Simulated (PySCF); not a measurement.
# Where the electron goes

Species: C4H5Cl2NO.
Geometry (GFN2-xTB, Å), atoms numbered from 1 in this order:
```xyz
13
C4H5Cl2NO angstrom
C      2.3063    0.0988   -0.0614
N      0.9753   -0.3826    0.2043
C     -0.1206    0.2849   -0.2025
O     -0.0844    1.3317   -0.8161
C     -1.4223   -0.3585    0.1624
Cl    -1.3765   -1.9291    0.8972
C     -2.6327    0.1739   -0.0345
Cl    -2.9087    1.6949   -0.7286
H      2.2145    1.0246   -0.6270
H      2.8382    0.2956    0.8711
H      2.8678   -0.6307   -0.6471
H      0.8697   -1.2494    0.7095
H     -3.5311   -0.3537    0.2549
```

Theory: TDDFT wB97X-D/def2-SVPD, vertical, gas phase, core orbitals frozen in the response (PySCF 2.14.0, density-fitted response routines).

Frontier orbitals with the atoms that hold most of them (Löwdin shares over 4%, at most four atoms; ? is withheld):

```
orbital  ε (eV)                            atoms
 LUMO+2    2.11  C1 21%, Cl6 19%, C3 10%, H12 8%
 LUMO+1    1.66  Cl6 52%, C5 17%, Cl8 17%, C7 8%
   LUMO    0.12  C7 29%, C5 22%, C3 12%, Cl8 10%
   HOMO   -9.33                                ?
 HOMO-1   -9.51                                ?
 HOMO-2   -9.62     N2 40%, O4 30%, C3 8%, C1 8%
 HOMO-3  -11.25   Cl8 62%, O4 12%, C7 9%, Cl6 8%
```

(1) Give the leading atoms of the HOMO-1.

(2) Which atoms hold the HOMO, and with what shares?

(3) The HOMO–LUMO gap is 9.45 eV. Where does the response calculation put the lowest singlet, and from which orbitals?

(4) Give energy, strength and leading configuration of S1, S2, S3, S4 and S6, and follow the Löwdin shares of the leading atoms from the occupied to the empty orbital.

## Answers

(1) O4 (bonded to C) 56%; Cl8 (bonded to C) 17%; C3 (bonded to C, N and O) 7%; C5 (bonded to 2 C and Cl) 6%. By element: oxygen 56%, chlorine 17% or more, carbon 13% or more.

(2) Cl8 (bonded to C) 26%; C5 (bonded to 2 C and Cl) 23%; Cl6 (bonded to C) 20%; C7 (bonded to C, Cl and H) 20%. By element: chlorine 46%, carbon 43% or more.

(3) S1 is at 4.56 eV (f = 0.0001), 4.89 eV below the gap, made of HOMO-1→LUMO (95%). Its leading pair isn't HOMO and LUMO; the energies of that pair differ by 9.64 eV. Without the coupling terms of the response equations the lowest excitation would equal the gap.

(4) 
- S1 (4.56 eV, f 0.0001), HOMO-1→LUMO (95%): O4 56% → at most 10%, Cl8 17% → 10%, C7 at most 6% → 29%, C5 6% → 22%
- S2 (5.51 eV, f 0.303), HOMO→LUMO (93%): Cl8 26% → 10%, C5 23% → 22%, C7 20% → 29%
- S3 (5.77 eV, f 0.101), HOMO-2→LUMO (93%): N2 40% → at most 10%, O4 30% → at most 10%, C7 at most 8% → 29%, C5 at most 8% → 22%
- S4 (6.17 eV, f 0.0027), HOMO→LUMO+1 (84%): Cl8 26% → 17%, C5 23% → 17%, Cl6 20% → 52%
- S6 (7.01 eV, f 0.0072), HOMO-1→LUMO+1 (81%): O4 56% → at most 6%, Cl8 17% → 17%, Cl6 at most 6% → 52%, C5 6% → 17%

Time: 57 s; peak memory 0.94 GiB. Hardware: one thread, Arm Neoverse V1 (aarch64), no GPU, shared host with 64 logical CPUs at a one-minute load of 55.

One conformer stands for the species.
